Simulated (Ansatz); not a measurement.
Be13O13⁺, a nanocrystal cut from zinc blende BeO (bare). The state is a doublet with charge 1. Geometry PBE-D4/def2-SVP; atoms count from 1.

```xyz
26

O     0.651    1.214    1.543
O     0.016    2.810   -0.514
O     2.618    2.178   -0.053
O     1.974   -0.457   -0.227
O     1.342    1.172   -2.239
O    -1.924    1.808    1.092
O    -1.240    0.165    3.148
O     0.012   -1.491    1.433
O    -2.548   -0.836    0.984
O    -1.068    0.297   -1.107
O     0.717   -1.472   -2.346
O    -1.232   -2.473   -0.729
O     1.369   -3.107   -0.268
Be    1.254    2.317    0.556
Be   -0.783    1.268    2.226
Be   -1.222    2.798    0.267
Be    1.058   -0.294    1.097
Be    0.008    1.498   -1.427
Be    2.354    0.944   -0.877
Be    1.700   -1.825   -0.989
Be    1.161   -0.160   -2.825
Be   -1.998    0.463    0.228
Be   -1.308   -0.952    2.136
Be    0.076   -2.668    0.353
Be   -2.349   -1.969    0.073
Be   -0.637   -1.229   -1.537
```

Single mean-field runs in def2-TZVP are fitted with def2-universal-jkfit.

Estimate the Mulliken populations from the PBE0/def2-TZVP orbitals of Ansatz.


| atom | charge (e) | spin (α − β) |
| --- | --- | --- |
| O1 | -0.18 | 0.03 |
| O2 | -0.15 | 0.01 |
| O3 | -0.17 | 0.28 |
| O4 | -0.18 | 0.01 |
| O5 | -0.15 | 0.00 |
| O6 | -0.16 | 0.01 |
| O7 | -0.12 | 0.44 |
| O8 | -0.18 | 0.03 |
| O9 | -0.16 | 0.01 |
| O10 | -0.33 | 0.00 |
| O11 | -0.15 | 0.00 |
| O12 | -0.15 | 0.01 |
| O13 | -0.17 | 0.28 |
| Be14 | 0.18 | -0.02 |
| Be15 | 0.20 | -0.02 |
| Be16 | 0.13 | 0.00 |
| Be17 | 0.39 | -0.01 |
| Be18 | 0.45 | 0.00 |
| Be19 | 0.19 | -0.01 |
| Be20 | 0.19 | -0.01 |
| Be21 | 0.13 | 0.00 |
| Be22 | 0.44 | 0.00 |
| Be23 | 0.20 | -0.02 |
| Be24 | 0.18 | -0.02 |
| Be25 | 0.13 | 0.00 |
| Be26 | 0.45 | 0.00 |
Mulliken values depend strongly on the basis.

Where does the spin sit?

Summed by element: O 1.10, Be -0.10, of 1 unpaired in all. Largest on single atoms: O7 0.44, O3 0.28, O13 0.28.

And the Mayer bond orders between heavy atoms (over 0.3)?

O1–Be14 0.85 (1.60 Å); O1–Be15 0.89 (1.59 Å); O1–Be17 0.70 (1.62 Å); O2–Be14 0.46 (1.71 Å); O2–Be16 1.26 (1.46 Å); O2–Be18 0.69 (1.60 Å); O3–Be14 1.15 (1.50 Å); O3–Be19 1.12 (1.51 Å); O4–Be17 0.72 (1.62 Å); O4–Be19 0.87 (1.59 Å); O4–Be20 0.87 (1.59 Å); O5–Be18 0.70 (1.60 Å); O5–Be19 0.46 (1.71 Å); O5–Be21 1.25 (1.47 Å); O6–Be15 0.49 (1.70 Å); O6–Be16 1.24 (1.47 Å); O6–Be22 0.68 (1.60 Å); O7–Be15 1.07 (1.51 Å); O7–Be23 1.07 (1.51 Å); O8–Be17 0.70 (1.62 Å); O8–Be23 0.89 (1.59 Å); O8–Be24 0.85 (1.60 Å); O9–Be22 0.68 (1.60 Å); O9–Be23 0.49 (1.70 Å); O9–Be25 1.24 (1.47 Å); O10–Be18 0.79 (1.64 Å); O10–Be22 0.83 (1.64 Å); O10–Be26 0.79 (1.64 Å); O11–Be20 0.46 (1.71 Å); O11–Be21 1.25 (1.47 Å); O11–Be26 0.70 (1.60 Å); O12–Be24 0.46 (1.71 Å); O12–Be25 1.26 (1.46 Å); O12–Be26 0.69 (1.60 Å); O13–Be20 1.12 (1.51 Å); O13–Be24 1.15 (1.50 Å).
